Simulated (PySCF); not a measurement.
C2H5BFN, SMILES C=CB(F)N.

Coordinates come from a B3LYP-D3(BJ)/def2-SVP optimisation. The structure was generated by enumeration, and PubChem lists no compound with its InChIKey, so it may never have been made. The values are those of a single conformer.

Two levels are set side by side: PBE/def2-TZVP (PySCF) and HF/def2-TZVP (PySCF). Same geometry, gas phase. Differences are taken from unrounded values.

```csv
quantity,HF
orbital gap (eV),13.18
highest occupied level (eV),-10.25
lowest empty level (eV),2.93
dipole moment (D),2.38
mean polarisability (bohr³),43.2
```

### Question
What does PBE give, and how far is it from HF? (An estimate is asked for; the answer gives what the named calculation found.)

### Answer

| quantity | PBE | PBE minus HF |
|---|---|---|
| orbital gap (eV) | 4.76 | -8.43 |
| highest occupied level (eV) | -6.51 | 3.75 |
| lowest empty level (eV) | -1.75 | -4.68 |
| dipole moment (D) | 2.22 | -0.17 |
| mean polarisability (bohr³) | 47.2 | 4.0 |

Without exact exchange PBE keeps part of each electron's self-repulsion, which lifts occupied levels and narrows the gap. PBE's more diffuse valence density responds more strongly to a field. Differences between two approximate levels are no errors against the true value.

Rough cost on one machine, each run with all the roots and properties that it gave: HF against PBE about 1/5.
